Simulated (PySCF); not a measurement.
Se(iPr)(OH) (C₃H₈OSe), SMILES [Se](C(C)C)O.

The structure is a stationary point at PBE-D3(BJ)/def2-SVP. One conformer was computed; it need not be the lowest.

Calculation: PBE-D3(BJ)/def2-SVP (PySCF 2.14.0).

Frequencies are harmonic and unscaled.

```tsv
mode	ν (cm⁻¹)	IR (km/mol)	moving atoms (share of kinetic energy)
1	65	1.1	O 42 %, C 31 %, H 20 %
2	170	1.8	O 58 %, C 19 %, H 19 %
3	236	1.7	H 96 %
4	270	0.5	H 83 %, C 9 %
5	279	3.2	C 56 %, H 34 %, Se 9 %
6	306	0.0	C 39 %, H 35 %, Se 25 %
7	383	92.7	H 91 %
8	426	1.1	C 54 %, H 35 %
9	517	1.8	C 64 %, H 29 %
10	611	35.2	O 82 %, Se 17 %
11	877	0.7	C 59 %, H 40 %
12	891	2.5	H 87 %, C 13 %
13	926	0.2	H 70 %, C 30 %
14	989	14.5	H 79 %, C 21 %
15	1056	42.6	H 94 %
16	1109	0.1	C 57 %, H 43 %
17	1138	8.3	C 54 %, H 46 %
18	1189	18.5	H 71 %, C 29 %
19	1264	0.7	H 70 %, C 30 %
20	1328	10.1	H 72 %, C 28 %
21	1343	4.5	H 79 %, C 21 %
22	1397	0.8	H 97 %
23	1414	3.5	H 96 %
24	1417	12.3	H 96 %
25	1433	3.4	H 96 %
26	2960	20.7	H 97 %
27	2964	33.8	H 97 %
28	2969	8.5	H 93 %
29	3042	12.0	H 91 %, C 9 %
30	3051	15.0	H 91 %, C 9 %
31	3072	11.9	H 91 %, C 9 %
32	3078	10.0	H 91 %, C 9 %
33	3678	57.8	H 94 %
```
